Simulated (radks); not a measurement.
Charge is removed step by step from the 2p up level of Se28+, starting from [He] 2s2 2p(up 2, down 0). Calculated with a radial shooting solver on a logarithmic mesh with Libxc functionals: scalar-relativistic Kohn-Sham, r2SCAN, spin-polarised, spherical densities, finite nucleus; meta-GGA in the generalised Kohn-Sham scheme; Fermi nuclear charge, rms radius 4.14 fm.

removed (e)  E - E(0) (eV)  eigenvalue (eV)  E minus straight line (eV)
0                    0.000          -3070.0                       0.000
0.25                771.65          -3103.9                     -12.667
0.5                 1551.8          -3137.7                     -16.866
0.75                2340.3          -3171.4                     -12.627
1                   3137.3          -3204.8                       0.000

Removing the whole electron costs 3137.3 eV by Delta-SCF, against 3070.0 eV from minus the eigenvalue at the starting occupation. Slater's transition state (half an electron removed) gives 3137.7 eV. Integrating minus the eigenvalue over the occupation (Janak's theorem) gives 3137.6 eV. In this scalar-relativistic scheme the density is built from large components alone, so the theorem holds only approximately. The mean slope of the eigenvalue, de/dn, is 135 eV per electron. Ionisation energy of Se28+ in the NIST Atomic Spectra Database: 3146 eV (semi-empirical).
